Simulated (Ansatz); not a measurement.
Program: Ansatz. Geometries: PBE0-D4/def2-TZVP. ΔE: electronic, gas phase. CCSD(T)/CBS is the MP2 limit (def2-TZVPP, def2-QZVPP) plus CCSD(T) − MP2 in def2-TZVPP, frozen cores. This one scheme is used for every species. Functionals use def2-TZVPP. Elements past krypton have def2 core potentials. For I outer-core shells are correlated without core-valence functions, which leaves a few kJ/mol of doubt a bond. One conformer a species, not always the lowest.

Consider the silylene formation by 1,1-elimination: `O[SiH](F)[SiH2]I` → `O[Si]F` + `[SiH3]I`.

`O[SiH](F)[SiH2]I`:

Cartesian coordinates in Å:
```
O 0.666 1.581 -0.999
Si -0.034 0.115 -1.121
F -1.568 0.236 -1.556
Si -0.021 -0.919 0.988
I -0.402 0.944 2.551
H 0.490 2.085 -0.198
H 0.676 -0.604 -2.200
H -1.098 -1.917 1.201
H 1.290 -1.522 1.335
```

`O[Si]F`:

```xyz
4

O     0.096   -0.684    0.703
Si    0.925    0.066   -0.493
F    -0.196    1.074   -1.084
H    -0.825   -0.456    0.873
```

`[SiH3]I`:

Cartesian coordinates in Å:
```
Si 0.147 0.143 0.028
I -1.586 -1.541 -0.305
H 0.522 0.152 1.461
H -0.396 1.460 -0.374
H 1.314 -0.214 -0.810
```

CCSD(T)/CBS gives +133.0 kJ/mol.

**Question.** Another level gave +89.3 kJ/mol. Which?
A. r2SCANh/def2-TZVPP
B. BLYP/def2-TZVPP
C. CAM-B3LYP-D4/def2-TZVPP
D. PBE-D4/def2-TZVPP

**Answer.** B. BLYP 89.3, PBE-D4 136.0, CAM-B3LYP-D4 126.9, r2SCANh 146.8 kJ/mol.

**Question.** What do rigid-rotor, harmonic-oscillator terms from PBE0-D4/def2-TZVP frequencies (298.15 K, 1 bar) make of the CCSD(T)/CBS value? (Estimate.)

**Answer.** The calculation gave: ΔZPE = -8.5 kJ/mol, ΔH = +125.6 kJ/mol, ΔS = 150 J/(mol·K), ΔG = +80.7 kJ/mol. Modes under 50 cm⁻¹ make the entropy rough.

Largest T1 diagnostic among the species: 0.015.

Leaving LDA and LC-ωPBE aside and taking each functional with its dispersion term where it has one, the values, not all of them listed here, spread over 39.3 kJ/mol, from BLYP-D4 to r2SCAN0-D4. LDA lies +29.8 kJ/mol from PBE without D4. The D4 term adds +19.5 kJ/mol with B3LYP and +10.7 kJ/mol with PBE0; it sums over pairs of atoms, weighted by their polarisabilities, and B3LYP, whose exchange is more repulsive, gets the larger term. In def2-TZVPP, CCSD(T) changes the Hartree–Fock value by +10.9 kJ/mol (the triples alone add +2.7 kJ/mol) and MP2 by +19.9 kJ/mol.

B3LYP here is the variant with VWN-RPA as its local correlation; programs differ in this.
